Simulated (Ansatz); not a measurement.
This geometry of a periodic cell of 17 atoms, Si (host Si, host structure diamond, interstitial Si) is a first-order saddle point.

Computed with DFT PBE, scalar-relativistic, plane waves, PAW in Ansatz 0.2.0. Settings: PAW set soft_1, cutoff 420 eV, k mesh 2x2x2, gaussian smearing 0.02 eV, no spin polarisation.

```xyz
17
Lattice="0.0000 5.4300 5.4300 5.4300 0.0000 5.4300 5.4300 5.4300 0.0000" Properties=species:S:1:pos:R:3
Si -0.071 -0.071 -0.024
Si 1.128 1.130 1.585
Si 2.502 2.504 0.211
Si 3.981 3.978 1.254
Si 2.736 -0.070 2.785
Si 4.140 1.331 4.003
Si 5.519 2.608 2.622
Si 6.887 3.981 4.163
Si -0.071 2.739 2.786
Si 1.333 4.141 4.004
Si 2.611 5.520 2.625
Si 3.981 6.891 4.166
Si 2.942 2.941 5.203
Si 4.140 4.141 6.813
Si 5.519 5.522 5.536
Si 6.999 6.997 6.577
Si 4.747 4.748 3.397
```

Problem. Which two structures does it join? (They come from a converged band through this point; their orientation in space is the band's.)

Solution. Contacts lost: Si2–Si17. Contacts made: Si13–Si17. The atom that moves furthest is Si17, by 2.34 Å; four of its nearest neighbours are Si2 2.39, Si12 2.39, Si4 2.39, Si8 2.39 Å at the first end and Si13 2.39, Si11 2.39, Si15 2.39, Si7 2.39 Å at the last.

Image 0:

```xyz
17
Lattice="0.0000 5.4300 5.4300 5.4300 0.0000 5.4300 5.4300 5.4300 0.0000" Properties=species:S:1:pos:R:3
Si -0.002 -0.002 -0.033
Si 1.377 1.376 1.338
Si 2.713 2.709 0.003
Si 4.048 4.046 1.334
Si 2.748 -0.003 2.717
Si 4.068 1.360 4.077
Si 5.430 2.679 2.715
Si 6.812 4.046 4.098
Si -0.001 2.748 2.716
Si 1.361 4.068 4.077
Si 2.681 5.429 2.714
Si 4.049 6.809 4.096
Si 2.715 2.715 5.430
Si 4.068 4.068 6.784
Si 5.431 5.429 5.464
Si 6.792 6.791 6.783
Si 5.428 5.424 2.718
```

Image 6:

Only the atoms that move by more than 0.05 Å are listed.
```
Si17 4.077 4.073 4.071
```

Problem. How far does it lie above each of them?

Solution. 0.30 eV above the first and 0.30 eV above the second. This is the barrier of this one path; another mechanism may lie lower. Limits of this set-up: coarse k mesh, a small cell, in which the defect meets its images.

Run time: 7.4 min on 1 thread of Arm Neoverse V2, on a shared host, peak memory 0.8 GiB.
